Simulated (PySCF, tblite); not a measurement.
Isomers of C3H7ClOSi, one GFN2-xTB conformer each. Single-point energies are computed at PBE0/pcSseg-1 (PySCF, gas phase, no added dispersion term), electronic only.

```
             SMILES  GFN2-xTB relative energy (kcal/mol)
Cl[C@@H]1CO[SiH2]C1                                 25.1
     Cl[Si@H]1CCCO1                                  0.0
```

Conformers: `[Cl:1][C@@H:2]1[CH2:3][O:4][SiH2:5][CH2:6]1` with Cl1–C2–C3–O4 -164°, C2–C3–O4–Si5 25°, C3–O4–Si5–C6 -3°, O4–Si5–C6–C2 -19°; `[Cl:1][Si@H:2]1[CH2:3][CH2:4][CH2:5][O:6]1` with Cl1–Si2–C3–C4 138°, Si2–C3–C4–C5 -35°, C3–C4–C5–O6 37°, C4–C5–O6–Si2 -19°.

Question: What does PBE0/pcSseg-1 give for the same structures?

Answer: 
```json
{"SMILES": "Cl[Si@H]1CCCO1", "PBE0/pcSseg-1 E (Eh)": "-942.98914", "PBE0/pcSseg-1 (kcal/mol)": "0.0", "GFN2-xTB (kcal/mol)": "0.0", "point group": "C1"}
{"SMILES": "Cl[C@@H]1CO[SiH2]C1", "PBE0/pcSseg-1 E (Eh)": "-942.92893", "PBE0/pcSseg-1 (kcal/mol)": "37.8", "GFN2-xTB (kcal/mol)": "25.1", "point group": "C1"}
```

Both levels put the same isomer lowest. 

Question: Which frontier levels, dipoles and rotational constants go with these structures?

Answer: 
```tsv
SMILES	HOMO (eV, PBE0/pcSseg-1)	LUMO (eV)	dipole (D)	A, B, C (MHz)
Cl[Si@H]1CCCO1	-8.07	0.80	2.63	5174, 1559, 1364
Cl[C@@H]1CO[SiH2]C1	-8.21	-0.01	1.49	5829, 1405, 1192
```

Question: What happens when harmonic zero-point energies from GFN2-xTB frequencies are added?

Answer: 
```csv
SMILES,ZPE (kcal/mol),electronic (kcal/mol),with ZPE (kcal/mol)
Cl[Si@H]1CCCO1,61.2,0.0,0.0
Cl[C@@H]1CO[SiH2]C1,59.0,37.8,35.6
```

The zero-point energies span 2.2 kcal/mol. The order is unchanged.
